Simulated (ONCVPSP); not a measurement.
# Before and after: ONCV potential for arsenic (As)

ONCVPSP 4.0.1 input, shortened (lines: element, Z, core and valence counts, functional; n l f; lmax; l rc ep ncon nbas qcut; lloc lpopt rc5 dvloc0; l nproj debl; icmod fcfact rcfact), PW91, fully relativistic:

```
  As 33.00    6    2  -109134      upf
    1    0    2.00
    2    0    2.00
    2    1    6.00
    3    0    2.00
    3    1    6.00
    3    2   10.00
    4    0    2.00
    4    1    3.00
    2
    0    1.80    0.00    5    9    3.40
    1    2.00    0.00    4    8    3.50
    2    2.00    0.09    5   10    5.60
    4    5    1.15    0.00
    0    3    0.80
    1    3    2.90
    2    2    0.80
    0    0.00    0.00
```

Open shells are filled in proportion to 2j + 1.

All-electron outer shells of the reference configuration (PW91, scalar-relativistic, ld1.x):

```
shell  level (eV)  outermost node (bohr)  outermost maximum (bohr)
   3p     -133.73                   0.22                      0.52
   3d      -40.73                      –                      0.47
   4s      -14.57                   0.73                      1.61
   4p       -5.24                   0.78                      1.97
```

Change: s: debl 5.15.

Cutoffs: the cutoffs (Ha) at which the residual kinetic energy of the hardest occupied pseudo-wave falls to 1 and 0.1 mHa per electron; they do not see the model core or the augmentation charge, which bear on the density cutoff. Errors are all-electron minus pseudo energies relative to the spin-unpolarised reference configuration.

Task: What does the change do?

Result: The potential gets neither clearly harder nor softer (46 Ha and 66 Ha → 46 Ha and 66 Ha); the bound ghosts move from d, s to d; the errors of the 4 common tests hardly move; the range in which the s phases agree widens (upper end 3.7 → at the end of the scan).

```tsv
quantity	base	changed
cutoff, loose	46 Ha	46 Ha
cutoff, tight	66 Ha	66 Ha
bound ghosts	s, d5/2, d3/2	d5/2, d3/2
GHOST(+) flags under 300 eV	s at 107.4 eV	none
error for 4s2 4p2, meV [ΔE 9.21 eV]	-2.7	-2.6
error for 4s2 4p1, meV [ΔE 27.21 eV]	-16	-16
error for 4s2 4p0, meV [ΔE 55.03 eV]	-30	-29
error for 4s1 4p3, meV [ΔE 19.34 eV]	+7.0	+6.8
s: phases at 1.83 bohr within 0.05 rad from the reference energy up to (Ha; the scan ends near 5)	3.7	to the end of the scan
p3/2: phases at 2.02 bohr within 0.05 rad from the reference energy up to (Ha; the scan ends near 5)	to the end of the scan	to the end of the scan
p1/2: phases at 2.02 bohr within 0.05 rad from the reference energy up to (Ha; the scan ends near 5)	to the end of the scan	to the end of the scan
d5/2: phases at 2.02 bohr within 0.05 rad from the reference energy up to (Ha; the scan ends near 5)	3.6	3.6
d3/2: phases at 2.02 bohr within 0.05 rad from the reference energy up to (Ha; the scan ends near 5)	3.6	3.6
```

 A true bound ghost makes a file unfit for plane-wave use even where its test errors are small: the radial tests pick states by their node count and pass the ghost by.
